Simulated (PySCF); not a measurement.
How the method changes the constants of InBr

State: ¹Σ⁺ (singlet), closed shell. Set-up: basis In cc-pVDZ-PP with ECP28, Br cc-pVDZ-PP with ECP10; scalar-relativistic core potentials; PySCF 2.14. De refers to In + Br in their high-spin ground configurations, without counterpoise correction. A positive dipole means In(−)Br(+).

```
      Level  Re (Å)  ωe (cm⁻¹)  De (eV)  μ (D)  CPU s a point (SCF and correlation, without the integrals)
        RHF   2.607        212     3.01  -4.06                                                       0.062
    RHF-MP2   2.580        224     3.94    n/a                                                        0.11
RHF-SCS-MP2   2.590        221     3.82    n/a                                                         n/a
   RHF-CCSD   2.590        221     3.71    n/a                                                         n/a
RHF-CCSD(T)   2.589        221     3.78    n/a                                                         2.1
        PBE   2.608        211     4.21  -3.49                                                        0.78
       TPSS   2.605        212     4.19  -3.59                                                         1.2
     r²SCAN   2.581        220     4.20  -3.49                                                         1.1
      TPSSh   2.597        215     4.15  -3.65                                                         1.2
       PBE0   2.586        218     4.10  -3.66                                                         1.4
      B97-3   2.611        211     4.08  -3.94                                                        0.63
```

Q: Which functional lies closest to RHF-CCSD(T) in De, which farthest, and by how much do they differ from it?

A: Closest is B97-3 (+2.2 pm in Re, -4.5 % in ωe, +0.30 eV in De against RHF-CCSD(T) in the same basis), farthest PBE (+1.9 pm in Re, -4.5 % in ωe, +0.43 eV in De). CCSD(T) converges more slowly with the basis than the functionals do and binds too weakly in this one, so the order can change at the basis-set limit.

Q: What does a quarter of exact exchange do here, going from PBE to PBE0?

A: PBE0 less PBE: -2.2 pm in Re, +3.3 % in ωe, -0.11 eV in De. Exact exchange removes part of the self-interaction that spreads semilocal densities, and in most molecules shortens and stiffens the bond and lowers De; so it does here.

Q: What does the triples do here, going from RHF-CCSD to RHF-CCSD(T)?

A: RHF-CCSD(T) less RHF-CCSD: -0.1 pm in Re, +0.0 % in ωe, +0.07 eV in De. Correlation nearly always deepens the well. The bond length hardly moves.

Correlated steps freeze 8 core orbitals. Correlated levels converge slowly with the basis: in double zeta they bind strong bonds too weakly, by up to about 1 eV, and carry superposition errors of some tenths. These are scalar-relativistic numbers at best; spin–orbit coupling would shift them, the dissociation energy most. Where the molecule has an RHF reference, its open-shell atoms are computed with UHF.

The whole job (state search and all levels along the bond) took about 2 min on 1 thread of Arm Neoverse N1 (shared host), peak memory 0.48 GiB.
